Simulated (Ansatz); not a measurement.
Reaction (silylene formation by 1,1-elimination): `[SiH3]C1NCS1` → `C1NCS1` + `[SiH2]`

Program: Ansatz. Geometries: PBE0-D4/def2-TZVP. ΔE: electronic, gas phase. CCSD(T)/CBS is the MP2 limit (def2-TZVPP, def2-QZVPP) plus CCSD(T) − MP2 in def2-TZVPP, frozen cores. This one scheme is used for every species. Functionals use def2-TZVPP.

`[SiH3]C1NCS1`:

Z-matrix (Å, degrees):
```
Si
C 1 1.890
H 1 1.489 2 110.4
H 1 1.484 2 108.5 3 120.3
H 1 1.487 2 109.1 3 -120.0
N 2 1.479 1 111.9 3 -71.9
S 2 1.851 1 111.3 3 -174.8
H 2 1.092 1 112.4 3 57.5
C 6 1.466 2 96.4 1 -100.5
H 6 1.013 2 109.0 1 146.9
H 9 1.090 6 114.7 2 -133.6
H 9 1.092 6 111.9 2 100.7
```

`C1NCS1`:

Z-matrix (Å, degrees):
```
C
S 1 1.828
N 1 1.460 2 91.7
H 1 1.092 2 113.8 3 117.4
H 1 1.096 2 111.7 3 -117.9
C 2 1.828 1 74.5 3 12.7
H 3 1.012 1 113.9 2 -136.6
H 6 1.092 2 113.8 1 -130.1
H 6 1.096 2 111.7 1 105.2
```

`[SiH2]`:

Z-matrix (Å, degrees):
```
Si
H 1 1.525
H 1 1.525 2 91.2
```

Q: Is it downhill or uphill in electronic energy at CCSD(T)/CBS, and by how much? (An estimate is asked.)

A: Computed: Uphill: ΔE = +226.0 kJ/mol.

Q: What do these levels give: revPBE-D4, PBE-QIDH, PBE, r2SCAN, HF/def2-TZVPP, CCSD(T)/def2-TZVPP? (Estimate.)

A: Ansatz gave: revPBE-D4 225.7, PBE-QIDH 237.7, PBE 217.6, r2SCAN 240.3, HF/def2-TZVPP 193.3, CCSD(T)/def2-TZVPP 218.8 kJ/mol.

Largest T1 diagnostic among the species: 0.014.

At CCSD(T), def2-SVP lies −15.4 kJ/mol from the extrapolated value and def2-TZVPP −7.2 kJ/mol. From PBE to PBE0 (25 % exact exchange), in def2-TZVPP and without D4, ΔE moves by +6.3 kJ/mol.
